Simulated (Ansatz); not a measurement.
A structure relaxed at r2SCAN-D4/def2-SVP in Ansatz, charge 0, singlet:

```tsv
atom	x (Å)	y (Å)	z (Å)
Se1	2.1032	-3.0224	0.1564
Cd2	3.3092	-0.6997	-0.4397
Cd3	-0.9422	-0.3585	-3.2642
Se4	1.0856	0.8521	-1.9875
Se5	3.0445	0.2298	2.0646
Cd6	0.0918	3.2080	-1.1690
Cd7	-0.4575	-3.2501	0.9284
Se8	-1.9125	-1.1784	-0.8991
Se9	-0.0367	-1.8566	3.1838
Cd10	0.6935	0.7253	3.2615
Cd11	-3.2893	0.9181	0.0586
Se12	-0.9970	1.9863	0.9592
H13	0.6838	-2.5590	-2.8895
H14	2.0398	-3.6422	-1.1745
H15	4.4577	-0.3340	-1.6289
H16	0.4944	-2.6700	-3.6193
H17	-1.4500	-0.4632	-4.8588
H18	1.8428	1.3208	-3.1590
H19	3.5570	1.5973	1.9009
H20	2.3292	3.1166	0.4441
H21	2.3803	3.8378	0.2033
H22	0.0660	4.7665	-1.7871
H23	-1.6080	-4.4408	0.5743
H24	-3.0415	-1.9871	-1.3858
H25	-1.4081	-1.7652	3.7041
H26	-3.0511	-0.5274	2.3975
H27	0.2458	1.9598	4.3303
H28	-4.8923	1.4083	0.0129
H29	-3.7885	-0.3402	2.4428
H30	-1.5503	3.1680	1.6397
```

(1) Give its formula and point group.

(2) Summarise the bond lengths by kind (pairs closer than 1.2 times the sum of covalent radii, bridged metal pairs left out).

Answers

(1) Cd₆H₁₈Se₆. Point group C3v (tolerance 0.1 Å).

(2) 15 × Cd–Se 2.68 to 3.12 Å; 6 × H–Se 1.47 Å; 6 × Cd–H 1.68 to 1.69 Å.

In the def2 sets Cd takes a core potential; there is no spin–orbit coupling. Single mean-field runs in def2-SVP are fitted with def2-universal-jkfit. In the singlet geometry the species has come apart into loosely held pieces. In the singlet, H13 and H16 lie 0.76 Å apart, H20 and H21 lie 0.76 Å apart, H26 and H29 lie 0.76 Å apart (atoms count from 1), so H2 has formed as a molecule.
